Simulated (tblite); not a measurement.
C8H11 (doublet state).
Atom-mapped SMILES: `[CH3:1][CH2:2][C:3]1=[CH:4][C:5]=[CH:6][CH2:7][CH2:8]1` (hydrogens: H9, H10, H11 on C1; H12, H13 on C2; H14 on C4; H15 on C6; H16, H17 on C7; H18, H19 on C8)

Cartesian coordinates in Å at the GFN2-xTB level; atoms count from 1:
```
atom  x, y, z in Å
C1     2.442    0.603   -0.531
C2     1.573   -0.657   -0.506
C3     0.248   -0.399    0.143
C4    -0.109   -0.953    1.316
C5    -1.355   -0.577    1.877
C6    -2.344    0.009    1.252
C7    -2.174    0.181   -0.257
C8    -0.714    0.537   -0.546
H9     1.968    1.387   -1.115
H10    3.411    0.382   -0.973
H11    2.598    0.972    0.480
H12    1.418   -1.003   -1.532
H13    2.099   -1.444    0.039
H14    0.529   -1.656    1.830
H15   -3.262    0.339    1.709
H16   -2.838    0.967   -0.618
H17   -2.441   -0.755   -0.759
H18   -0.541    0.520   -1.624
H19   -0.520    1.558   -0.192
```

Structure optimised with GFN2-xTB, isolated species. This method treats the open shell by occupation alone, without spin polarisation.

Take the most abundant isotopes and a rigid rotor. The values belong to one conformer with, in the numbering `[CH3:1][CH2:2][C:3]1=[CH:4][C:5]=[CH:6][CH2:7][CH2:8]1`, C1–C2–C3–C4 -113°, C3–C4–C5–C6 17°, C5–C6–C7–C8 -39°, C6–C7–C8–C3 49°, C2–C3–C8–C7 150°.

**Question.** Give the principal moments of inertia and the rotational constants in cm⁻¹.

**Answer.** Ia = 112.85, Ib = 351.25, Ic = 419.36 u·Å²; 505379 MHz·u·Å²/I gives 4478, 1439 and 1205 MHz, that is A = 0.14938, B = 0.04799, C = 0.04020 cm⁻¹.

**Question.** Classify the top.

**Answer.** An asymmetric top: κ = (2 × 1439 − 4478 − 1205)/(4478 − 1205) = -0.86.

**Question.** What does the inertial defect say?

**Answer.** Not planar: Δ = Ic − Ia − Ib = -44.74 u·Å². For a rigid frame Δ = −2 Σ m c², so Σ m c² = 22.37 u·Å² lies off the ab plane: 10.00 from hydrogen and 12.37 from heavier atoms. The atom farthest from that plane is 1.45 Å away.

**Question.** Estimate the classical rotational partition function at 100 K, 298.15 K and 500 K.

**Answer.** Point group C1, symmetry number σ = 1; q = (√π/σ)·√((kT/h)³/(ABC)), k/h = 20836.6 MHz/K: 60500 at 100 K, 311000 at 298.15 K, 676000 at 500 K.

For this open shell read J as N, the rotation without spin; fine and hyperfine splittings come on top. Its GFN2-xTB frequencies are all real (lowest 59 cm⁻¹). Constants of a rigid frame at the computed geometry: no zero-point averaging, no centrifugal distortion.
